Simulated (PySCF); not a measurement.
First SCF of a structure search on singlet CSe₂, at a hand-made linear geometry. PySCF input:

```python
from pyscf import gto, scf, dft
mol = gto.M(atom='''
C      0.000000     0.000000     0.000000
Se     0.000000     0.000000     1.740000
Se     0.000000     0.000000    -1.740000''',
    basis={'C': 'def2-TZVP', 'Se': 'def2-TZVP'},
    charge=0, spin=0)
mf = dft.RKS(mol, xc='B3LYP')
mf.grids.atom_grid = (50, 194)
aux = {'C': 'def2-universal-JKFIT', 'Se': 'def2-universal-JKFIT'}
mf = mf.density_fit(auxbasis=aux)
mf.conv_tol = 1e-08
mf.diis_space = 10
mf.max_cycle = 60
mf.init_guess = 'minao'
mf.verbose = 4
mf.kernel()
```

Excerpt of the output (cycles and frontier levels):

```
init E= -4839.78586652129
  HOMO = -0.263740906049759  LUMO = -0.120133633163512  gap/eV = 3.90775
cycle= 1 E= -4841.26345542439  delta_E= -1.48  |g|= 0.446  |ddm|= 2.07
  HOMO = -0.263843995504907  LUMO = -0.116042763214932  gap/eV = 4.02188
cycle= 2 E= -4841.23977507183  delta_E= 0.0237  |g|= 0.462  |ddm|= 0.415
  HOMO = -0.256901307919963  LUMO = -0.0785787816570827  gap/eV = 4.85240
cycle= 3 E= -4841.25022217341  delta_E= -0.0104  |g|= 0.329  |ddm|= 0.412
  HOMO = -0.258565779393296  LUMO = -0.0956880656438954  gap/eV = 4.43213
cycle= 4 E= -4841.27906320607  delta_E= -0.0288  |g|= 0.0163  |ddm|= 0.197
  HOMO = -0.26090134327197  LUMO = -0.0970466602581628  gap/eV = 4.45871
cycle= 5 E= -4841.27912192077  delta_E= -5.87e-05  |g|= 0.00389  |ddm|= 0.0164
  HOMO = -0.260283417246837  LUMO = -0.0964684630781663  gap/eV = 4.45763
cycle= 6 E= -4841.27912538026  delta_E= -3.46e-06  |g|= 0.000353  |ddm|= 0.00449
  HOMO = -0.26025724020681  LUMO = -0.0964301298759818  gap/eV = 4.45796
cycle= 7 E= -4841.27912541459  delta_E= -3.43e-08  |g|= 2.97e-05  |ddm|= 0.000385
  HOMO = -0.260259513671777  LUMO = -0.0964340240419012  gap/eV = 4.45792
cycle= 8 E= -4841.27912541483  delta_E= -2.46e-10  |g|= 2.83e-06  |ddm|= 3.9e-05
  HOMO = -0.260259439056559  LUMO = -0.0964343201998644  gap/eV = 4.45791
Extra cycle  E= -4841.27912541483  delta_E= 9.09e-13  |g|= 6.49e-06  |ddm|= 5.44e-06
converged SCF energy = -4841.27912541483
```

No lower solution of this spin was found by a stability analysis within the restricted form, which does not test spin polarisation.

The search for the lowest solution, with the stability check, took 8.2 s on 4 threads of a shared Arm Neoverse V1 host, with 127 basis functions; the process peaked at 0.39 GiB.
